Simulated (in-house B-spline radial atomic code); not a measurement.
## Ionising Cu5+ with different functionals

Computed with a radial B-spline atomic code at the basis-set limit: four-component Dirac-Coulomb Hamiltonian, Fermi nucleus of rms radius 3.8823 fm, spin-restricted, spherical fractional occupations for the functionals. The ionisation energy is the difference of two self-consistent energies, [Ar] 3d6 → [Ar] 3d5, without Breit or QED terms; ε is the level of the shell that loses the electron (mean over j). The electron is taken from both j subshells in proportion to 2j + 1, so the result is a j average, not the step between ground levels.

Hybrids are left out here: with spherical fractional occupations of an open shell their exact exchange keeps a self-interaction that integer-occupation calculations don't have.

```csv
method,rung,ΔSCF (eV),-ε(3d) (eV)
LDA VWN5,LDA,108.76,95.66
relativistic LDA,LDA,?,?
LDA PW92,LDA,108.75,95.65
LDA exchange-only,LDA,106.73,93.66
PBE,GGA,?,?
PBEsol,GGA,108.41,95.30
BLYP,GGA,108.38,95.28
RPBE,GGA,108.37,95.26
PW91,GGA,108.61,95.49
BP86,GGA,108.51,95.39
AM05,GGA,108.44,95.33
OLYP,GGA,108.96,95.79
```

Task: What does PBE give?

Result: ΔSCF 108.45 eV, and -ε(3d) = 95.34 eV.

Task: What does relativistic LDA give?

Result: ΔSCF 108.79 eV, and -ε(3d) = 95.68 eV.

Task: How do they compare with the NIST value?

Result: NIST lists 103 eV ± 1 (semi-empirical, ground level to ground level). Errors run from +3.73 to +5.96 eV. The correlated functionals all miss on the same side by more than they spread, so the cause is common to them (Breit-QED terms, spin polarisation, the choice among j levels, multiplet and fine-structure energies, or a listed next ion that isn't the cheapest removal here) and closeness doesn't rank the functionals.
